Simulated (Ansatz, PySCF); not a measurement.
CH₈N₂Si₂, SMILES N[Si@H]1NC[SiH2]1. Atoms are numbered in the order given.

```xyz
13

N      1.9926    -1.0533     0.6543
Si     0.4867    -0.8084    -0.1408
N     -0.8595    -0.5584     0.9330
C     -1.6235     0.6290     0.5526
Si    -0.4278     1.2428    -0.8299
H      2.3848    -0.3802     1.3012
H      2.6909    -1.6829     0.2795
H      0.4311    -1.9660    -1.0941
H     -1.2195    -1.1526     1.6734
H     -1.7467     1.3500     1.3821
H     -2.6326     0.4036     0.1582
H      0.2811     2.5141    -0.4750
H     -1.0631     1.4261    -2.1734
```
Charge 0, spin multiplicity 1.

The structure is a stationary point at PBE0-D3(BJ)/def2-SVP. The structure was generated by enumeration; whether it is a known compound was not checked. One conformer was computed; it need not be the lowest.

Two levels are set side by side: PBE-D3(BJ)/def2-SVP (Ansatz, a first-principles code) and PBE0-D3(BJ)/def2-SVP (Ansatz). Each level has its own optimised geometry; the coordinates shown are those of the second. Frequencies come from the Hessian of PySCF at each geometry. Differences are taken from unrounded values.

| quantity | PBE0-D3(BJ) | PBE-D3(BJ) | PBE-D3(BJ) minus PBE0-D3(BJ) |
|---|---|---|---|
| mean bond length (Å) | 1.458 | 1.469 | 0.011 |
| bond N1–Si2 (Å) | 1.720 | 1.736 | 0.016 |
| bond Si2–N3 (Å) | 1.740 | 1.753 | 0.013 |
| bond Si2–Si5 (Å) | 2.349 | 2.364 | 0.015 |
| bond N3–C4 (Å) | 1.462 | 1.472 | 0.009 |
| bond C4–Si5 (Å) | 1.928 | 1.941 | 0.013 |
| bond N1–H6 (Å) | 1.013 | 1.022 | 0.010 |
| bond N1–H7 (Å) | 1.012 | 1.022 | 0.010 |
| bond Si2–H8 (Å) | 1.501 | 1.513 | 0.012 |
| bond N3–H9 (Å) | 1.015 | 1.025 | 0.009 |
| bond C4–H10 (Å) | 1.106 | 1.115 | 0.009 |
| bond C4–H11 (Å) | 1.107 | 1.116 | 0.009 |
| bond Si5–H12 (Å) | 1.498 | 1.509 | 0.011 |
| bond Si5–H13 (Å) | 1.497 | 1.508 | 0.011 |
| highest harmonic wavenumber (cm⁻¹) | 3731 | 3599 | -133 |
| mean harmonic wavenumber (cm⁻¹) | 1279 | 1235 | -44 |
| zero-point energy (kcal/mol) | 60.32 | 58.26 | -2.06 |

Exact exchange shortens and stiffens bonds; PBE has none. Differences between two approximate levels are no errors against the true value.
